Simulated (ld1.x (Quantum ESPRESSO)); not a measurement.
# P (Z = 15): excitation energies, all-electron against TM

| Property | Result |
| --- | --- |
| Element | P |
| Generator | ld1.x (Quantum ESPRESSO) 7.5 |
| Type | norm-conserving Troullier–Martins (Kleinman–Bylander form) |
| Functional | LDA (PZ) |
| Relativity | non-relativistic |
| Frozen core | [Ne] |
| Valence charge | 5 |
| Reference configuration | 3s1.75 3p3.25 |
| Partial waves | 3p (bound): rc 1.35 bohr; 3d channel at 0.2 Ry: rc 1.70 bohr; 3s (bound): rc 1.55 bohr |
| Local potential | the s channel |
| Core correction | a·sin(br)/r model core, default radius (core density twice the valence density) |

Energies are relative to the spin-unpolarised reference configuration 3s1.75 3p3.25; without spin polarisation the order of configurations can differ from experiment. Spin-polarised rows fill each open shell by Hund’s rule, majority spin first.

```
         valence configuration  charge  ΔE all-electron (eV)  error AE − PS (meV)
                       3s2 3p3       0                -2.088                 +0.1
                       3s2 3p1      +2                27.007                  +20
                       3s1 3p0      +4               108.976                 +135
                       3s1 3p3      +1                16.721                 +7.4
                     3s2 3p2.5    +0.5                 1.739                 +0.5
3s1.75 3p3.25 (spin-polarised)       0                -1.561                  +13
      3s2 3p3 (spin-polarised)       0                -3.598                  +11
```

Task: What are ΔE and the potential's error for 3s2 3p2?

Result: ΔE = 7.745 eV all-electron; the error (AE − PS) is +3.1 meV.

Task: What are ΔE and the potential's error for 3s2 3p0?

Result: ΔE = 56.912 eV all-electron; the error (AE − PS) is +59 meV.

Levels in the configuration 3s2 3p2.5:

| level | all-electron (eV) | pseudo (eV) |
| --- | --- | --- |
| 3s | -18.392 | -18.389 |
| 3p | -9.767 | -9.764 |
